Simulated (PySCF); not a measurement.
# Electronic structure of Hg⁺ (mercury, charge +1) at the UHF level

Configuration: [Xe] 4f14 5d10 6s1, 2S determinant. Computed with PySCF 2.14 in aug-cc-pwCVTZ-PP with ECP60MDF, with scalar relativity through the core potential.

| Property | Result |
| --- | --- |
| Total energy | -152.228888 hartree |
| One-electron energy | -263.5875 hartree |
| Hartree (Coulomb) energy | 124.1991 hartree |
| Exchange energy | -12.8405 hartree |
| ⟨S²⟩ | 0.7518 |
| ⟨L²⟩ | 0.000 |
| Sum of ⟨r⟩ | 25.58 bohr |
| Sum of ⟨r²⟩ | 42.12 bohr² |

```tsv
shell	electrons	mean orbital energy (hartree)	rms radius, mean of both spins (bohr)
5s α	1	-5.39502	0.980
5s β	1	-5.38794	0.980
5p α	3	-3.36240	1.12
5p β	3	-3.36235	1.12
5d α	5	-0.93337	1.58
5d β	5	-0.92144	1.58
6s α	1	-0.63907	2.79
```

Energies and moments cover only the electrons outside the core potential. Spin-orbit coupling, which splits the p, d and f shells strongly at this Z, is absent.
